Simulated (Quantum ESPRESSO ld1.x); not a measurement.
Problem. Coherent X-ray form factor from a spherical all-electron density. Calculated with ld1.x of Quantum ESPRESSO 7.5: scalar-relativistic Kohn-Sham, LDA (Slater exchange, VWN5 correlation), spin-polarised, spherical densities, point nucleus.

sin(theta)/lambda (1/angstrom),f0 (electrons)
0.05,53.209
0.1,51.044
0.15,48.016
0.2,44.690
0.25,41.481
0.3,38.590
0.4,33.803
0.5,29.940
0.6,26.648
0.8,21.545
1,18.209
1.25,15.426
1.5,13.132
2,9.185

The species is in the configuration that NIST lists as its ground one. Which atom or ion scatters so?

Solution. The barium ion Ba2+, [Xe]. Extrapolating in s^2 from the first two rows gives f0(0) = 53.9, near the electron count 54; among species with that count, the fall with angle is slower the higher Z, and the table is that of Z = 56; from so few rows the species is fixed only to a neighbour or two.
